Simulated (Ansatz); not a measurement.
The same path of BBrF2 + H2 (6 atoms, charge 0, multiplicity 1) was run twice with different band settings. Lost on the way: B1–Br2, H5–H6. Made: B1–H6, Br2–H5.

Computed with Ansatz 0.2.0, RKS B3LYP/def2-mTZVP.

Relaxed end points:

```xyz
6
Properties=species:S:1:pos:R:3
B -1.395 -0.489 -0.123
Br -1.893 1.158 -0.964
F -0.976 -1.505 -0.846
F -1.466 -0.617 1.184
H 2.766 1.045 0.211
H 2.964 0.409 0.538
```

```xyz
6
Properties=species:S:1:pos:R:3
B -0.314 -1.157 0.430
Br 0.012 2.230 -0.973
F -0.731 -1.677 -0.709
F -1.220 -0.790 1.318
H 1.411 2.445 -0.728
H 0.842 -1.050 0.662
```

Common settings: climbing image yes; spring 5.0 eV/Å²; optimiser quadratic models (default); start path through a guess of the saddle point; force threshold 0.05 eV/Å; iteration limit 60; end points relaxed.

| run | movable images |
| --- | --- |
| 1 | 5 |
| 2 | 3 |

Question: What does each run give, and how far can it be trusted?

Answer: Run 1: converged after 25 iterations, highest image 1.753 eV above the first end. Neighbouring images differ by up to 1.4 eV, so the band resolves the path poorly. A vibrational analysis at the climbing image gives one clearly imaginary mode, 983i cm⁻¹: a first-order saddle point.
Run 2: converged after 34 iterations, highest image 1.753 eV above the first end. Neighbouring images differ by up to 1.7 eV, so the band resolves the path poorly. Another band between the same ends (5 images) ends at a top of the same energy, where a vibrational analysis finds 1 clearly imaginary mode. So few images can step over the top or miss a turn of the path.
The orbitals stay closed-shell, which can raise the energy where a bond breaks towards radicals; this wasn't checked here.
